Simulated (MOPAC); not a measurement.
Input for MOPAC: PM3 on GeS, a point of a bond scan (R = 4.057 Å).

```
PM3 1SCF PRECISE CHARGE=0 THREADS=1
GeS

Ge    -0.00000000 1    -0.00000000 1    -0.67616527 1
S      0.00000000 1     0.00000000 1     3.38082633 1
```

Output:

```
*******************************************************************************
 **                                                                           **
 **                              MOPAC v23.2.5                                **
 **                                                                           **
 *******************************************************************************
 ** MOPAC's Digital Object Identifier: https://doi.org/10.5281/zenodo.6511958 **
 **                                                                           **
 ** Please cite the open-source release paper for use of this MOPAC version:  **
 ** J. E. Moussa and J. J. P. Stewart (2026)                                  **
 ** MOPAC: An open-source semiempirical molecular orbital program             **
 ** J. Open Source Softw., 11(119), 8025, https://doi.org/10.21105/joss.08025 **
 *******************************************************************************

                              PM3 CALCULATION RESULTS

 *******************************************************************************
 *  PM3        - The PM3 Hamiltonian to be used
 *
 *
 *
 *                 CHARGE ON SYSTEM = 0
 *
 *
 *
 *  PRECISE    - TIGHTER CRITERIA TO BE USED
 *  1SCF       - DO 1 SCF AND THEN STOP
 *  THREADS=1  - MULTI-THREADING NOT USED
 *  T=         - A TIME OF 172800.0 SECONDS REQUESTED
 *  DUMP=N     - RESTART FILE WRITTEN EVERY 7200.0 SECONDS REQUESTED
 *******************************************************************************
PM3 1SCF PRECISE CHARGE=0 THREADS=1
 GeS

   ATOM   CHEMICAL          X               Y               Z
  NUMBER   SYMBOL      (ANGSTROMS)     (ANGSTROMS)     (ANGSTROMS)

     1      Ge         -0.00000000  *  -0.00000000  *  -0.67616527  *
     2       S          0.00000000  *   0.00000000  *   3.38082633  *



          CARTESIAN COORDINATES

    NO.       ATOM           X           Y           Z

     1        Ge         -0.0000     -0.0000     -0.6762
     2         S          0.0000      0.0000      3.3808

  S: (PM3): J. J. P. STEWART, J. COMP. CHEM. 10, 209 (1989).
 Ge: (PM3): J. J. P. STEWART, J. COMP. CHEM. 12, 320-341 (1991).

           Empirical Formula: Ge S  =     2 atoms



      MOLECULAR POINT GROUP   :   C*v


      RHF CALCULATION, NO. OF DOUBLY OCCUPIED LEVELS = 5


 -------------------------------------------------------------------------------
 PM3 1SCF PRECISE CHARGE=0 THREADS=1
 GeS



     1SCF WAS SPECIFIED, SO BFGS WAS NOT USED
     SCF FIELD WAS ACHIEVED


                              PM3 CALCULATION
                                                       MOPAC v23.2.5 Linux




          FINAL HEAT OF FORMATION =        220.23755 KCAL/MOL =     921.47392 KJ/MOL


          COSMO AREA              =        121.68 SQUARE ANGSTROMS
          COSMO VOLUME            =        106.78 CUBIC ANGSTROMS

          IONIZATION POTENTIAL    =          9.657428 EV
          HOMO LUMO ENERGIES (EV) =         -9.657 -4.922
          NO. OF FILLED LEVELS    =          5
          MOLECULAR WEIGHT        =        104.6500         POINT GROUP:  C*v

          MOLECULAR DIMENSIONS (Angstroms)

            Atom       Atom       Distance
            S     2   Ge     1     4.05699
            S     2   Ge     1     0.00000
           Ge     1    S     2     0.00000


          SCF CALCULATIONS        =          1





   ATOM   CHEMICAL          X               Y               Z
  NUMBER   SYMBOL      (ANGSTROMS)     (ANGSTROMS)     (ANGSTROMS)

     1      Ge         -0.00000000  *  -0.00000000  *  -0.67616527  *
     2       S          0.00000000  *   0.00000000  *   3.38082633  *

                             CARTESIAN COORDINATES

   1   Ge       -0.000000000    -0.000000000    -0.676165270
   2    S        0.000000000     0.000000000     3.380826330


           Empirical Formula: Ge S  =     2 atoms



      MOLECULAR POINT GROUP   :   C*v


                  EIGENVALUES
 -21.66299 -10.81705 -10.72673  -9.67281  -9.65743  -4.92182  -4.62845   2.29484


              NET ATOMIC CHARGES AND DIPOLE CONTRIBUTIONS

  ATOM NO.   TYPE          CHARGE      No. of ELECS.   s-Pop       p-Pop
    1         Ge           0.034227        3.9658     0.00043     3.96534
    2          S          -0.034227        6.0342     1.99994     4.03429
 DIPOLE           X         Y         Z       TOTAL
 POINT-CHG.     0.000     0.000    -0.667     0.667
 HYBRID         0.000    -0.000    -0.228     0.228
 SUM            0.000    -0.000    -0.895     0.895


          ATOMIC ORBITAL ELECTRON POPULATIONS

     Atom    s        px        py        pz
    1 Ge   0.00043   2.00000   0.00233   1.96302
    2  S   1.99994   2.00000   1.99767   0.03661

 **********************
 *                    *
 * JOB ENDED NORMALLY *
 *                    *
 **********************




 == MOPAC DONE ==
```

The run finished.

Cost: very roughly 0.03 core-seconds.
